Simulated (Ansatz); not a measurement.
Start from `CC[AsH][SiH3]` and change one atom or group to get `CC[AsH]N`.

Ansatz, PBE0-D4/def2-TZVP geometries, multiplicity 1. Each molecule was computed in one conformer, which needn't be the lowest.

Scalar relativity is left out up to krypton.

| property | `CC[AsH][SiH3]` |
| --- | --- |
| LUMO energy (PBE0/def2-TZVPP) / eV | 0.09 |
| HOMO energy (ωB97M-V/def2-TZVPP) / eV | -9.08 |
| HOMO energy (PBE0/def2-TZVPP) / eV | -7.00 |
| LUMO energy (ωB97M-V/def2-TZVPP) / eV | 1.74 |
| HOMO–LUMO gap (PBE/def2-TZVPP) / eV | 5.24 |
| LUMO energy (B3LYP/def2-TZVPP) / eV | -0.13 |

Task: Give the same properties after the change, and the shifts. (Best estimate.)

Result: Computed: 
```
                             property  `CC[AsH]N`  shift
   LUMO energy (PBE0/def2-TZVPP) / eV        0.28   0.19
HOMO energy (ωB97M-V/def2-TZVPP) / eV       -9.07   0.01
   HOMO energy (PBE0/def2-TZVPP) / eV       -6.88   0.12
LUMO energy (ωB97M-V/def2-TZVPP) / eV        1.94   0.20
  HOMO–LUMO gap (PBE/def2-TZVPP) / eV        5.18  -0.06
  LUMO energy (B3LYP/def2-TZVPP) / eV        0.00   0.13
```

With PBE0 the HOMO rises by 0.12 eV and the LUMO rises by 0.19 eV, so the gap widens by about 0.07 eV. PBE moves the HOMO by 0.22 eV and ωB97M-V by 0.01 eV.

B3LYP here is the variant with VWN-RPA as its local correlation; programs differ in this.
